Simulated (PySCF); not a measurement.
C2H4BN3, SMILES N1B(N=CC=1)N.

Geometry: B3LYP-D3(BJ)/def2-SVP. The structure was generated by enumeration, and PubChem lists no compound with its InChIKey, so it may never have been made. The values are those of a single conformer.

Level of theory: r2SCAN/def2-TZVP in PySCF.

Symmetry labels are those of the subgroup C2v that the program uses (full group C2v).

List the valence orbital energies around the gap with their symmetry. (Estimate from the structure and the level; the computed values follow.)


```
orbital  symmetry  energy (eV)
-------  --------  -----------
HOMO−7         A1       -12.70
HOMO−6         B1       -10.28
HOMO−5         A1       -10.26
HOMO−4         B2        -9.97
HOMO−3         B1        -7.77
HOMO−2         A2        -7.43
HOMO−1         A1        -6.43
HOMO           B2        -6.34
LUMO           B1        -3.36
LUMO+1         A2         0.48
LUMO+2         A1         1.02
LUMO+3         B1         2.11
```
